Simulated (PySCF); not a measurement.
Species: BrGeH5OSi.
Z-matrix (Å and degrees, PBE0-D3(BJ)/def2-SVP geometry), rows numbered from 1:
```
Ge
O   1  1.7877
Si  2  1.6367  1  140.27
Br  3  2.2374  2  110.46  1     9.72
H   1  1.5374  2  107.97  3    74.85
H   1  1.5340  2  104.73  3  -166.10
H   1  1.5358  2  108.55  3   -46.33
H   3  1.4857  2  110.25  1   127.70
H   3  1.4870  2  110.95  1  -108.19
```

Method used: EOM-IP-CCSD/aug-cc-pVDZ in PySCF, restricted Hartree–Fock reference, 24 core orbitals frozen, non-relativistic, gas phase, PBE0-D3(BJ)/def2-SVP geometry.

Hartree–Fock orbital energies give these Koopmans values (eV): HOMO 11.22, HOMO-1 11.52, HOMO-2 12.43, HOMO-3 12.49, HOMO-4 13.22, HOMO-5 13.64, HOMO-6 15.47, HOMO-7 15.80.

Question: What vertical ionisation energies does EOM-IP-CCSD give?

Answer: 
```
leading hole (HF orbital)  Koopmans (eV)  EOM-IP-CCSD (eV)  change (eV)  one-hole share
                     HOMO          11.22             10.54        -0.68            0.96
                   HOMO-1          11.52             10.81        -0.71            0.95
                   HOMO-2          12.43             11.16        -1.27            0.95
                   HOMO-3          12.49             11.42        -1.07            0.95
                   HOMO-4          13.22             12.59        -0.63            0.95
                   HOMO-5          13.64             12.89        -0.75            0.94
                   HOMO-6          15.47             13.97        -1.50            0.94
                   HOMO-7          15.80             14.17        -1.63            0.93
```

Question: Does the order of the lines follow the orbital energies?

Answer: Yes, no two lines change places. The corrections run from -1.63 to -0.63 eV, with a mean of -1.03 eV over the 8 lines; no line lies above its Koopmans value. Koopmans values leave out both the relaxation of the orbitals and the change in correlation energy.

Question: At what kinetic energies would He I light (21.22 eV) eject these electrons?

Answer: 10.68 eV (HOMO), 10.41 eV (HOMO-1), 10.06 eV (HOMO-2), 9.80 eV (HOMO-3), 8.63 eV (HOMO-4), 8.33 eV (HOMO-5), 7.25 eV (HOMO-6), 7.05 eV (HOMO-7).

Question: What total energy has the lowest final state, and which wavelength reaches it?

Answer: E(CCSD) + ionisation energy = -5015.16243 + 0.38726 = -5014.77517 Eh, at the geometry of the initial state. The threshold wavelength is 1239.84 eV nm/10.54 eV = 117.6 nm.

One root was sought for each valence orbital with −ε under 21 eV, eight at most, so deeper holes and satellites are missing; no vibrational structure.

One conformer stands for the species.
